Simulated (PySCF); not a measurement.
Species: C3H5Al.
Atom-mapped SMILES: `[CH3:1][C:2]#[C:3][AlH2:4]` (hydrogens: H5, H6, H7 on C1; H8, H9 on Al4)

Structure used (PBE0-D3(BJ)/def2-SVP), in Å, numbered top down from 1:
```
atom  x, y, z in Å
C1    -2.002   -0.278    0.111
C2    -0.568   -0.074    0.032
C3     0.643    0.096   -0.035
Al4    2.525    0.350   -0.150
H5    -2.242   -1.347    0.225
H6    -2.426    0.254    0.977
H7    -2.509    0.091   -0.794
H8     3.483   -0.482    0.801
H9     3.106    1.391   -1.197
```

The calculation used MP2 and CCSD/aug-cc-pVDZ in PySCF, restricted Hartree–Fock reference, 8 core orbitals frozen, non-relativistic, gas phase, PBE0-D3(BJ)/def2-SVP geometry.

E(HF) = -358.39065 Eh.

Question: How large is the problem?

Answer: 141 basis functions and 36 electrons; 8 orbitals frozen, which leaves o = 10 correlated occupied and v = 123 virtual orbitals. That is o·v = 1230 singles and o·v(o·v + 1)/2 = 757065 distinct closed-shell doubles amplitudes before symmetry; the costliest CCSD step grows as o²v⁴ = 2.3 × 10^10.

Question: What are the MP2 and CCSD correlation energies?

Answer: MP2 -0.4733 Eh and CCSD -0.5131 Eh, which gives totals of -358.86394 and -358.90372 Eh. That is 0.698 eV for each correlated electron at CCSD (1347 kJ/mol in all, 0.143 % of the total energy); MP2 gives 92.2 % of the CCSD value.

Question: What is the T1 diagnostic?

Answer: 0.0112, below the customary warning level of 0.02. It is the norm of the spatial-orbital singles amplitudes over the root of the number of correlated electrons, so the norm is 0.050.

Question: How does correlation change the dipole moment?

Answer: HF gives 1.70 D and CCSD (unrelaxed density) 1.57 D, a change of -0.13 D.

No triples correction and no basis-set extrapolation were made.

The job also held the EOM ionisation roots. Hardware: x86-64 server, one thread, no GPU, shared host. Cost: 56 s of wall time.
